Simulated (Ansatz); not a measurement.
Frontier orbitals of Cl$_{2}$FIn, SMILES `[F][In]([Cl])[Cl]`.

The species carries charge 0 and has multiplicity 1. Correlated methods include outer-core shells of In, which these sets cover unevenly. In takes the def2 core potential. All single points use the PBE0-D4/def2-TZVP geometry. Basis def2-TZVPP, Ansatz.

```
functional  HOMO (eV)  LUMO (eV)  gap (eV)
       PBE      -8.20      -3.90      4.30
      BLYP      -8.03      -3.87      4.16
    r2SCAN      -8.58      -3.70      4.88
      PBE0      -9.64      -3.01      6.63
   r2SCAN0      -9.89      -2.90      6.99
   LC-ωPBE     -12.47      -0.72     11.75
   ωB97M-V     -11.91      -1.01     10.90
        HF     -12.97       0.44     13.41
```

A quarter of exact exchange (PBE0) shifts PBE's HOMO by −1.45 eV and its LUMO by +0.89 eV; full exchange at long range (ωB97M-V) shifts them by −3.71 and +2.89 eV. The gap opens from 4.30 to 10.90 eV, since occupied levels lose self-interaction and empty ones feel all the electrons.

LC-ωPBE has ω = 0.4 bohr⁻¹.
